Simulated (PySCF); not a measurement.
A structure optimised at PBE-D3(BJ)/def2-TZVP, used in a PySCF frequency run:

```xyz
3

Br     0.0000    -1.6866    -0.0570
B      0.0000     0.0000     0.7974
Br     0.0000     1.6866    -0.0570
```
Charge 0, spin multiplicity 2.

Question: Write its SMILES, formula and point group.

Answer: Br[B]Br, BBr2, C2v

Question: What are its rotational constants (standard atomic weights)?

Answer: 68.386, 1.1118, 1.0940 GHz
